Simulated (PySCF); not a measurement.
Relaxation of singlet ZrN(OH)

All numbers come from PBE0/[Zr def2-TZVP with ECP28, N def2-TZVP, O def2-TZVP, H def2-TZVP], scalar-relativistic core potentials, density fitting, no spin–orbit coupling, PySCF. A (50,194) grid was used.

A hand-made bent (heavy-atom frame) start, with no symmetry imposed:

```xyz
4
charge 0 multiplicity 1, angstrom
Zr    0.0768   -0.0061   -0.3022
N     1.6086   -0.0061    0.7704
O    -1.7008   -0.0061    0.9425
H    -2.2062    0.7293    1.2964
```

What forces act on the atoms at the start (eV/Å)?


| atom | Fx | Fy | Fz |
| --- | --- | --- | --- |
| Zr1 | 2.71 | -0.15 | 5.03 |
| N2 | -4.67 | 0.08 | -3.45 |
| O3 | 1.80 | 0.29 | -1.71 |
| H4 | 0.15 | -0.22 | 0.13 |

What does it relax to?

It ends at Cs with O–H 0.958 Å, Zr–N 1.705 Å, Zr–O 1.983 Å; H–O–Zr 122.6°, N–Zr–O 107.7° (after a last refinement on a finer grid). A frequency run shows a minimum.

How much energy is released, and in how many steps?

115.6 kJ/mol in 12 steps.

The relaxation took 22 s on 2 threads of a shared Arm Neoverse V2 host, with 108 basis functions and 13 gradients; the process peaked at 0.68 GiB.
